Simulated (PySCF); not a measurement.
C4HCl2F, SMILES C(=C(Cl)Cl)(F)C#C. Atoms are numbered in the order given.

```xyz
8

C     -0.1553    -3.1289     0.0000
C      0.2258    -1.9815     0.0000
C      0.6920    -0.6280     0.0000
F      2.0159    -0.4666     0.0000
C     -0.1072     0.4543     0.0000
Cl    -1.8146     0.3185     0.0000
Cl     0.5454     2.0375     0.0000
H     -0.4988    -4.1494     0.0000
```
Charge 0, spin multiplicity 1.

Coordinates come from a ωB97X-D3(BJ)/def2-SVP optimisation. This is a generated structure with no PubChem entry under its InChIKey; it may be hypothetical.

Two levels are set side by side: PBE/pcSseg-1 (PySCF) and KT2/pcSseg-1 (PySCF). GIAO shifts against CFCl3 (¹⁹F), HCl (³⁵Cl), TMS (¹H), TMS (¹³C) at the same level; non-relativistic, no solvent, atoms listed together averaged. Without spin–orbit terms, shifts of atoms bonded to Cl or Br come out too high at both levels. Differences are taken from unrounded values.

| quantity | KT2 |
|---|---|
| δ(¹³C) of C1 (ppm) | 92.5 |
| δ(¹³C) of C2 (ppm) | 72.4 |
| δ(¹³C) of C3 (ppm) | 140.8 |
| δ(¹⁹F) of F4 (ppm) | -136.7 |
| δ(¹³C) of C5 (ppm) | 131.3 |
| δ(¹H) of H8 (ppm) | 4.29 |

Problem. What does PBE give, and how far is it from KT2? (An estimate is asked for; the answer gives what the named calculation found.)

Solution. 
```json
[
 {"quantity": "δ(¹³C) of C1 (ppm)", "PBE": "98.8", "PBE minus KT2": "6.3"},
 {"quantity": "δ(¹³C) of C2 (ppm)", "PBE": "79.2", "PBE minus KT2": "6.9"},
 {"quantity": "δ(¹³C) of C3 (ppm)", "PBE": "147.6", "PBE minus KT2": "6.8"},
 {"quantity": "δ(¹⁹F) of F4 (ppm)", "PBE": "-125.6", "PBE minus KT2": "11.0"},
 {"quantity": "δ(¹³C) of C5 (ppm)", "PBE": "139.3", "PBE minus KT2": "8.0"},
 {"quantity": "δ(¹H) of H8 (ppm)", "PBE": "4.02", "PBE minus KT2": "-0.27"}
]
```

Rough cost on one machine, each run with all the roots and properties that it gave: KT2 against PBE within a factor of 2.
